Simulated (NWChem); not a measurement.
System: C₂H₄F₂ cation, doublet; SMILES of the neutral closed-shell parent CC(F)F

Output (shortened):

```
             Northwest Computational Chemistry Package (NWChem) 7.3.0
             --------------------------------------------------------

 CS  symmetry detected

                             Geometry "geometry" -> ""
                             -------------------------

 Output coordinates in angstroms (scale by  1.889725989 to convert to a.u.)

  No.       Tag          Charge          X              Y              Z
 ---- ---------------- ---------- -------------- -------------- --------------
    1 C                    6.0000    -0.11147772     1.55194780     0.00000000
    2 C                    6.0000     0.37066446    -0.24316206     0.00000000
    3 F                    9.0000    -0.13955662    -0.72060947    -1.08556311
    4 F                    9.0000    -0.13955662    -0.72060947     1.08556311
    5 H                    1.0000    -1.19561292     1.42587261     0.00000000
    6 H                    1.0000     0.34455093     1.89334207    -0.92924094
    7 H                    1.0000     0.34455093     1.89334207     0.92924094
    8 H                    1.0000     1.46340974    -0.09430069     0.00000000

 Effective nuclear repulsion energy (a.u.)     130.2673395788

      Symmetry information
      --------------------

 Group name             Cs
 Group number              2
 Group order               2
 No. of unique centers     6

  xc_inp: hfexch multiplicative factor not found.

                                 NWChem DFT Module
                                 -----------------

 Summary of "ao basis" -> "ao basis" (spherical)
 ------------------------------------------------------------------------------
       Tag                 Description            Shells   Functions and Types
 ---------------- ------------------------------  ------  ---------------------
 C                          6-31+g*                  8       18   4s3p1d
 F                          6-31+g*                  8       18   4s3p1d
 H                          6-31+g*                  2        2   2s

      Symmetry analysis of basis
      --------------------------

        a'         50
        a"         30

            General Information
            -------------------
          SCF calculation type: DFT
          Wavefunction type:  spin polarized.
          No. of atoms     :     8
          No. of electrons :    33
           Alpha electrons :    17
            Beta electrons :    16
          Charge           :     1
          Spin multiplicity:     2
          Use of symmetry is: on ; symmetry adaption is: on
          Maximum number of iterations: 150
          AO basis - number of functions:    80
                     number of shells:    40
          Convergence on energy requested:  1.00D-06
          Convergence on density requested:  1.00D-05
          Convergence on gradient requested:  5.00D-04

              XC Information
              --------------
                     Hartree-Fock (Exact) Exchange  1.000

      Superposition of Atomic Density Guess
      -------------------------------------

 Sum of atomic energies:        -276.07642499

 Renormalizing density from      34.00 to     33

      Non-variational initial energy
      ------------------------------

 Total energy =    -272.212143
 1-e energy   =    -620.739949
 2-e energy   =     218.260466
 HOMO         =      -0.614420
 LUMO         =      -0.189621

   Symmetry analysis of molecular orbitals - initial alpha
   -------------------------------------------------------

  Numbering of irreducible representations:

     1 a'          2 a"

  Orbital symmetries:

     1 a'          2 a"          3 a'          4 a'          5 a'
     6 a"          7 a'          8 a'          9 a"         10 a'
    11 a'         12 a"         13 a"         14 a'         15 a"
    16 a'         17 a'         18 a'         19 a'         20 a'
    21 a"         22 a'         23 a'         24 a"         25 a'
    26 a'         27 a"

   Symmetry analysis of molecular orbitals - initial beta
   ------------------------------------------------------

  Numbering of irreducible representations:

     1 a'          2 a"

  Orbital symmetries:

     1 a'          2 a"          3 a'          4 a'          5 a'
     6 a"          7 a'          8 a'          9 a"         10 a'
    11 a'         12 a"         13 a"         14 a'         15 a"
    16 a'         17 a'         18 a'         19 a'         20 a'
    21 a"         22 a'         23 a'         24 a"         25 a'
    26 a'         27 a"

     ---------------------------------------------
      Total Density - Mulliken Population Analysis
     ---------------------------------------------

    Atom       Charge   Shell Charges
 -----------   ------   -------------------------------------------------------
    1 C    6     6.62   2.00  0.78  1.94  0.75  1.07  0.05 -0.00  0.02
    2 C    6     5.22   2.00  0.70  1.34  0.54  0.45  0.05  0.04  0.11
    3 F    9     9.34   2.00  1.00  3.62  0.96  1.80 -0.06  0.00  0.01
    4 F    9     9.34   2.00  1.00  3.62  0.96  1.80 -0.06  0.00  0.01
    5 H    1     0.64   0.44  0.20
    6 H    1     0.64   0.44  0.19
    7 H    1     0.64   0.44  0.19
    8 H    1     0.57   0.40  0.17

     --------------------------------------------
      Spin Density - Mulliken Population Analysis
     --------------------------------------------

    Atom       Charge   Shell Charges
 -----------   ------   -------------------------------------------------------
    1 C    6     0.43   0.00  0.00  0.28 -0.00  0.15  0.00  0.00  0.00
    2 C    6     0.36   0.00  0.00  0.23  0.00  0.12 -0.00  0.00  0.01
    3 F    9     0.05   0.00  0.00  0.04 -0.00  0.01 -0.00 -0.00  0.00
    4 F    9     0.05   0.00  0.00  0.04 -0.00  0.01 -0.00 -0.00  0.00
    5 H    1     0.03   0.01  0.01
    6 H    1     0.01   0.00  0.00
    7 H    1     0.01   0.00  0.00
    8 H    1     0.08   0.05  0.03

   convergence    iter        energy       DeltaE   RMS-Dens  Diis-err
 ---------------- ----- ----------------- --------- --------- ---------
 d= 0,ls=0.0,diis     1   -276.3651237034 -4.07D+02  5.59D-03  4.75D-01
                                                     5.59D-03  4.92D-01
 d= 0,ls=0.0,diis     2   -276.4769558746 -1.12D-01  2.27D-03  2.23D-01
                                                     2.24D-03  2.07D-01
 d= 0,ls=0.0,diis     3   -276.5441380902 -6.72D-02  5.78D-04  1.66D-03
                                                     6.95D-04  2.40D-03
 d= 0,ls=0.0,diis     4   -276.5463595034 -2.22D-03  1.31D-04  5.87D-05
                                                     2.61D-04  2.97D-04
 d= 0,ls=0.0,diis     5   -276.5466834075 -3.24D-04  8.79D-05  2.88D-05
                                                     1.93D-04  7.71D-05
  Resetting Diis
 d= 0,ls=0.0,diis     6   -276.5468159587 -1.33D-04  4.81D-05  3.24D-06
                                                     1.21D-04  1.93D-05
 d= 0,ls=0.0,diis     7   -276.5468521183 -3.62D-05  1.08D-05  8.78D-07
                                                     1.75D-05  2.11D-06
 d= 0,ls=0.0,diis     8   -276.5468546179 -2.50D-06  1.38D-05  3.18D-07
                                                     2.56D-05  9.96D-07
 d= 0,ls=0.0,diis     9   -276.5468566311 -2.01D-06  5.53D-06  5.18D-08
                                                     1.10D-05  1.57D-07
 d= 0,ls=0.0,diis    10   -276.5468569470 -3.16D-07  2.22D-06  9.27D-09
                                                     4.59D-06  1.85D-08

         Total DFT energy =     -276.546856946952
      One electron energy =     -631.755377716165
           Coulomb energy =      256.515419023694
    Exchange-Corr. energy =      -31.574237833258
 Nuclear repulsion energy =      130.267339578778

 Numeric. integr. density =        0.000000000000

                  Occupations of the irreducible representations
                  ----------------------------------------------

                     irrep           alpha         beta
                     --------     --------     --------
                     a'               11.0         10.0
                     a"                6.0          6.0

                    DFT Final Alpha Molecular Orbital Analysis
                    ------------------------------------------

 Vector   15  Occ=1.000000D+00  E=-8.685756D-01  Symmetry=a"
              MO Center=  7.8D-02,  1.6D+00,  3.1D-14, r^2= 1.5D+00
   Bfn.  Coefficient  Atom+Function         Bfn.  Coefficient  Atom+Function
  ----- ------------  ---------------      ----- ------------  ---------------
     5      0.474012  1 C  pz                 9      0.245846  1 C  pz
    75     -0.230378  6 H  s                 77      0.230378  7 H  s
    40      0.120477  3 F  py                58     -0.120477  4 F  py
    76     -0.121044  6 H  s                 78      0.121044  7 H  s
    44      0.088112  3 F  py                62     -0.088112  4 F  py

 Vector   16  Occ=1.000000D+00  E=-8.659977D-01  Symmetry=a'
              MO Center= -2.2D-01,  1.3D+00, -4.0D-14, r^2= 1.7D+00
   Bfn.  Coefficient  Atom+Function         Bfn.  Coefficient  Atom+Function
  ----- ------------  ---------------      ----- ------------  ---------------
     3      0.421715  1 C  px                73     -0.245713  5 H  s
     7      0.222308  1 C  px                 4      0.172104  1 C  py
    24     -0.159387  2 C  s                 75      0.137469  6 H  s
    77      0.137469  7 H  s                 74     -0.127806  5 H  s
    21     -0.113988  2 C  px                40      0.103414  3 F  py

 Vector   17  Occ=1.000000D+00  E=-7.418924D-01  Symmetry=a'
              MO Center=  1.2D-01,  4.6D-01,  5.0D-18, r^2= 2.2D+00
   Bfn.  Coefficient  Atom+Function         Bfn.  Coefficient  Atom+Function
  ----- ------------  ---------------      ----- ------------  ---------------
     4      0.363202  1 C  py                22     -0.293410  2 C  py
    21      0.239991  2 C  px                 8      0.219600  1 C  py
    40      0.212094  3 F  py                58      0.212094  4 F  py
    24     -0.170371  2 C  s                 44      0.165513  3 F  py
    62      0.165513  4 F  py                26     -0.160427  2 C  py

 Vector   18  Occ=0.000000D+00  E=-9.794714D-02  Symmetry=a'
              MO Center=  9.8D-01,  5.3D-01, -1.0D-14, r^2= 6.4D+00
   Bfn.  Coefficient  Atom+Function         Bfn.  Coefficient  Atom+Function
  ----- ------------  ---------------      ----- ------------  ---------------
    10      1.203569  1 C  s                 12     -0.797362  1 C  py
    26     -0.491679  2 C  py                29      0.467448  2 C  px
    24     -0.431265  2 C  s                  8     -0.428918  1 C  py
    30     -0.391419  2 C  py                46     -0.363181  3 F  s
    64     -0.363181  4 F  s                 22     -0.290729  2 C  py

 Vector   19  Occ=0.000000D+00  E=-9.036461D-02  Symmetry=a'
              MO Center=  4.4D-01,  2.1D+00,  5.4D-17, r^2= 6.9D+00
   Bfn.  Coefficient  Atom+Function         Bfn.  Coefficient  Atom+Function
  ----- ------------  ---------------      ----- ------------  ---------------
    28      2.410937  2 C  s                 12      0.977252  1 C  py
    10     -0.813284  1 C  s                 30      0.812517  2 C  py
     6     -0.641972  1 C  s                 46     -0.365428  3 F  s
    64     -0.365428  4 F  s                 24      0.267215  2 C  s
    26      0.233846  2 C  py                22      0.223058  2 C  py

 Vector   20  Occ=0.000000D+00  E=-6.175504D-02  Symmetry=a'
              MO Center= -8.6D-01,  3.2D-01, -7.4D-14, r^2= 9.2D+00
   Bfn.  Coefficient  Atom+Function         Bfn.  Coefficient  Atom+Function
  ----- ------------  ---------------      ----- ------------  ---------------
    28      0.941075  2 C  s                 29     -0.835854  2 C  px
    46     -0.554998  3 F  s                 64     -0.554998  4 F  s
    11     -0.470739  1 C  px                24      0.292428  2 C  s
    10      0.287290  1 C  s                 26     -0.273977  2 C  py
    30     -0.264604  2 C  py                 6     -0.204590  1 C  s

                     DFT Final Beta Molecular Orbital Analysis
                     -----------------------------------------

 Vector   14  Occ=1.000000D+00  E=-8.870711D-01  Symmetry=a'
              MO Center=  1.3D-01, -1.1D-01,  1.0D-14, r^2= 2.3D+00
   Bfn.  Coefficient  Atom+Function         Bfn.  Coefficient  Atom+Function
  ----- ------------  ---------------      ----- ------------  ---------------
    39      0.337622  3 F  px                57      0.337622  4 F  px
    43      0.236448  3 F  px                61      0.236448  4 F  px
    21     -0.214171  2 C  px                24     -0.206058  2 C  s
     3     -0.194438  1 C  px                79     -0.187902  8 H  s
    22     -0.135535  2 C  py                73      0.131186  5 H  s

 Vector   15  Occ=1.000000D+00  E=-8.549324D-01  Symmetry=a"
              MO Center=  7.3D-02,  1.4D+00,  5.1D-15, r^2= 1.9D+00
   Bfn.  Coefficient  Atom+Function         Bfn.  Coefficient  Atom+Function
  ----- ------------  ---------------      ----- ------------  ---------------
     5      0.447686  1 C  pz                75     -0.229535  6 H  s
    77      0.229535  7 H  s                  9      0.221850  1 C  pz
    40      0.170459  3 F  py                58     -0.170459  4 F  py
    76     -0.131354  6 H  s                 78      0.131354  7 H  s
    44      0.126889  3 F  py                62     -0.126889  4 F  py

 Vector   16  Occ=1.000000D+00  E=-8.524489D-01  Symmetry=a'
              MO Center= -1.8D-01,  1.2D+00,  9.1D-16, r^2= 2.0D+00
   Bfn.  Coefficient  Atom+Function         Bfn.  Coefficient  Atom+Function
  ----- ------------  ---------------      ----- ------------  ---------------
     3      0.405391  1 C  px                73     -0.245527  5 H  s
     7      0.210520  1 C  px                24     -0.163664  2 C  s
    21     -0.154919  2 C  px                 4      0.146608  1 C  py
    74     -0.138357  5 H  s                 75      0.134565  6 H  s
    77      0.134565  7 H  s                 79     -0.115431  8 H  s

 Vector   17  Occ=0.000000D+00  E=-2.938076D-01  Symmetry=a'
              MO Center=  1.1D-01,  6.7D-01, -3.4D-16, r^2= 2.2D+00
   Bfn.  Coefficient  Atom+Function         Bfn.  Coefficient  Atom+Function
  ----- ------------  ---------------      ----- ------------  ---------------
     4      0.323614  1 C  py                22     -0.301096  2 C  py
     8      0.288022  1 C  py                26     -0.245149  2 C  py
    80      0.195537  8 H  s                 21      0.178282  2 C  px
    40      0.174315  3 F  py                58      0.174315  4 F  py
    44      0.148860  3 F  py                62      0.148860  4 F  py

 Vector   18  Occ=0.000000D+00  E=-8.878589D-02  Symmetry=a'
              MO Center=  1.7D+00,  5.5D-01,  1.5D-14, r^2= 6.5D+00
   Bfn.  Coefficient  Atom+Function         Bfn.  Coefficient  Atom+Function
  ----- ------------  ---------------      ----- ------------  ---------------
    28      1.365712  2 C  s                 46     -0.528742  3 F  s
    64     -0.528742  4 F  s                 10      0.492127  1 C  s
     6     -0.382583  1 C  s                 29      0.379136  2 C  px
    25     -0.205514  2 C  px                11      0.191571  1 C  px
     8     -0.162772  1 C  py                21     -0.158769  2 C  px

[...]
```

Level: UHF/6-31+G* (spherical d). Geometry: optimised at B3LYP/6-31G* (spherical d), spin-unrestricted. This spin state was assumed; another may lie lower. No stability test was run on the SCF state.

Question: Write an input that gives this output.

Answer: One answer among several that fit: the input that was run:
```
start job
memory heap 200 mb stack 900 mb global 1100 mb
charge 1
geometry units angstroms noautoz
  C      0.000863     1.565236    -0.165608
  C     -0.000312    -0.217193     0.361484
  F     -1.086668    -0.706371    -0.135916
  F      1.084457    -0.708246    -0.137244
  H     -0.001776     1.411964    -1.246232
  H     -0.926854     1.919323     0.283805
  H      0.931624     1.916635     0.279592
  H      0.000468    -0.040924     1.450144
end
basis spherical
  * library 6-31+g*
end
dft
  odft
  mult 2
  xc hfexch
  iterations 150
  mulliken
end
task dft energy
```
